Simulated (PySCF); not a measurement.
Identify the unknown among the candidates.

All candidates are C5H7NO3.

| technique | computed result |
| --- | --- |
| 13C NMR | chemical shifts (computed TMS as zero) by class: 156.3 (1 C), 155.7 (1 C), 108.1 (1 C), 37.9 (2 C) ppm [GIAO PBE0/pcSseg-1] |
| Dipole | 6.22 D [PBE0/def2-SVPD] |
| Triplet | lowest triplet excitation (Tamm–Dancoff): 4.08 eV [TDA PBE0/def2-SVPD] |
| 1H NMR | chemical shifts (computed TMS as zero) by class: 6.18 (1 H), 2.76 (6 H) ppm [GIAO PBE0/pcSseg-1] |
| NMR, other nuclei | isotropic shieldings of nuclei other than C and H, by class: 207 (1 N), 44 (1 O), 102 (1 O), 131 (1 O) ppm [GIAO PBE0/pcSseg-1] |
| Rotational structure | rotational constants A, B, C: 4.022, 1.146, 0.906 GHz [GFN2-xTB] |
| UV, strongest line | among the 6 lowest singlet transitions: S5 at 6.32 eV (196 nm, f = 0.187) [TDDFT PBE0/def2-SVPD] |
| Polarisability | 77.9 au [PBE0/def2-SVPD] |
| UV, first state | lowest singlet excitation: 5.19 eV (239 nm, f = 0.045) [TDDFT PBE0/def2-SVPD] |

Electronic properties: PySCF, gas phase, density fitting. Levels stand in brackets. Isolated species at its GFN2-xTB geometry, gas phase. NMR classes are plain means over equivalent atoms (diastereotopic ones count apart unless rotation or inversion swaps them), as if these changed places fast.

Task: Which candidate is it?
A. `NC(=O)[C@@H]1CC(=O)CO1`
B. `C=COC(=O)CC(N)=O`
C. `CN(C)c1coc(=O)o1`

Result: C. It is `CN(C)c1coc(=O)o1`. Numbering: `[CH3:1][N:2]([CH3:3])[c:4]1[cH:5][o:6][c:7](=[O:8])[o:9]1`. Its formula, C5H7NO3, gives 3 degrees of unsaturation: 1 ring and 2 π bonds in the structure found (Kekulé form). 5 carbons fall into 4 classes; from least to most shielded: unsaturated ring carbon [C4] (156.3 ppm), ring carbonyl carbon [C7] (155.7 ppm), unsaturated ring CH carbon [C5] (108.1 ppm), N-methyl carbon [C1/C3] (37.9 ppm, 2 C). Hydrogen classes from least to most shielded: 1 H on an unsaturated ring CH carbon, C5 (6.18 ppm), 6 H on 2 N-methyl carbons, C1/C3 (2.76 ppm, a mean of values up to 1.4 ppm apart in this geometry). The other shieldings belong to: 207 ppm, nitrogen bonded to 3 C [N2]; 44 ppm, carbonyl oxygen [O8]; 102 ppm, ring oxygen [O9]; 131 ppm, ring oxygen [O6]. The optimised geometry has point group C1 and is an asymmetric top.

The others, at the same levels:
- `C=COC(=O)CC(N)=O` fails: it has 5 carbon classes against 4; its computed 13C shifts are 175.5 (1 C), 165.3 (1 C), 149.0 (1 C), 104.6 (1 C), 46.4 (1 C) ppm, 1H shifts are 7.91 (1 H), 7.08 (1 H), 5.30 (1 H), 5.05 (1 H), 4.51 (1 H), 3.26 (2 H) ppm and lowest singlet excitation is 5.40 eV (230 nm, f = 0.057) (against 5.19 eV).
- `NC(=O)[C@@H]1CC(=O)CO1` fails: it has 5 carbon classes against 4; its computed 13C shifts are 218.8 (1 C), 173.5 (1 C), 81.8 (1 C), 73.4 (1 C), 38.9 (1 C) ppm, 1H shifts are 6.46 (1 H), 4.84 (1 H), 4.82 (1 H), 4.09 (1 H), 3.87 (1 H), 3.57 (1 H), 2.51 (1 H) ppm and rotational constant A is 3.059 GHz (against 4.022 GHz).

Each candidate is one conformer, not necessarily the lowest. The conformers computed, where there is a choice (atom-mapped SMILES and torsion angles):
- `[CH3:1][N:2]([CH3:3])[c:4]1[cH:5][o:6][c:7](=[O:8])[o:9]1`: C1–N2–C4–C5 -13°

The conformers of `C=COC(=O)CC(N)=O` and `NC(=O)[C@@H]1CC(=O)CO1` aren't listed.
